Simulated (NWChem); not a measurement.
Species: VNHClF2; SMILES [V](=[NH])([F])([F])[Cl]

Program: NWChem. Pople sets run with spherical d functions. Coordinates come from a PBE0/def2-SVP optimisation.

For level PBE/6-31G*:

| Item | Value |
|---|---|
| highest occupied level (eV) | -7.44 |
| orbital gap (eV) | 3.41 |
| dipole (D) | 2.31 |

Problem. Estimate the same quantities for level CAM-B3LYP/6-31G*.

Solution. 
- highest occupied level (eV): -10.26
- orbital gap (eV): 8.12
- dipole (D): 2.75
